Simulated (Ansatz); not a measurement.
`[F][AlH][SeH]` and `FB[SeH]` differ in one element.

Ansatz, PBE0-D4/def2-TZVP geometries, multiplicity 1. Each molecule was computed in one conformer, which needn't be the lowest.

Outer-core shells of Se are correlated without core-valence functions. Scalar relativity is left out up to krypton. Spin–orbit coupling is left out.

```csv
property,`[F][AlH][SeH]`
HOMO–LUMO gap (PBE/def2-TZVPP) / eV,4.72
LUMO energy (PBE/def2-TZVPP) / eV,-1.80
size of the dipole moment (PBE/def2-TZVPP) / D,1.60
HOMO–LUMO gap (PBE0/def2-TZVPP) / eV,6.58
LUMO energy (PBE0/def2-TZVPP) / eV,-1.06
vertical ionisation energy (CCSD(T)/def2-TZVPP) / eV,9.95
```

Give the same properties after the change, and the shifts. (Best estimate.)

Computed: 
```json
{"property": "HOMO–LUMO gap (PBE/def2-TZVPP) / eV", "`FB[SeH]`": "4.89", "shift": "0.17"}
{"property": "LUMO energy (PBE/def2-TZVPP) / eV", "`FB[SeH]`": "-1.78", "shift": "0.02"}
{"property": "size of the dipole moment (PBE/def2-TZVPP) / D", "`FB[SeH]`": "1.20", "shift": "-0.40"}
{"property": "HOMO–LUMO gap (PBE0/def2-TZVPP) / eV", "`FB[SeH]`": "6.95", "shift": "0.37"}
{"property": "LUMO energy (PBE0/def2-TZVPP) / eV", "`FB[SeH]`": "-0.84", "shift": "0.22"}
{"property": "vertical ionisation energy (CCSD(T)/def2-TZVPP) / eV", "`FB[SeH]`": "10.18", "shift": "0.23"}
```

With PBE0 the HOMO falls by 0.15 eV and the LUMO rises by 0.22 eV, so the gap widens by about 0.37 eV. PBE moves the HOMO by -0.15 eV and ωB97M-V by -0.16 eV. Dipoles are sizes alone; their direction can turn.
